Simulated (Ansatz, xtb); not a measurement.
**BClSiSn: where a starting geometry ends**

The starting geometry of this gas-phase singlet has its atoms placed at random.

```xyz
4

B     0.3887   -0.7456   -1.0260
Cl    0.2118   -0.7323    1.2204
Si   -1.5393   -0.5398   -0.9682
Sn   -0.4431    1.0474    0.1379
```

Problem. One run relaxed it with r2SCAN-D4/def2-SVP. What is a likely outcome?

Solution. It ends as a structure given below by its coordinates. Distances that change by over a tenth: Si3–Sn4 (2.22 → 2.47 Å). Contacts that open: Cl2–Sn4 (2.18 → 3.64 Å). Contacts that close: B1–Cl2 (2.25 → 1.72 Å).

The energy falls by 5.45 eV over 12 steps:

```tsv
step	E − E(last) (eV)
1	5.452
2	2.923
3	2.057
5	0.989
6	0.485
7	0.191
8	0.093
10	0.001
11	0.000
12	0.000
```

Final geometry (Å):

```xyz
4

B    -0.1669   -0.8236   -0.1052
Cl    0.9514   -1.3051    1.1137
Si   -1.3691   -0.4450   -1.4550
Sn   -0.7972    1.6034   -0.1895
```

From the same start GFN2-xTB reaches the same bonding as this run.

From so rough a start the end depends on the optimiser's path, so another program may land elsewhere. The end wasn't checked by frequencies. Atoms past krypton carry core potentials, without spin–orbit terms. Run with Ansatz 0.2.0, 18 s on 1 thread of Intel(R) Xeon(R) 6975P-C (Granite Rapids), on a shared host.
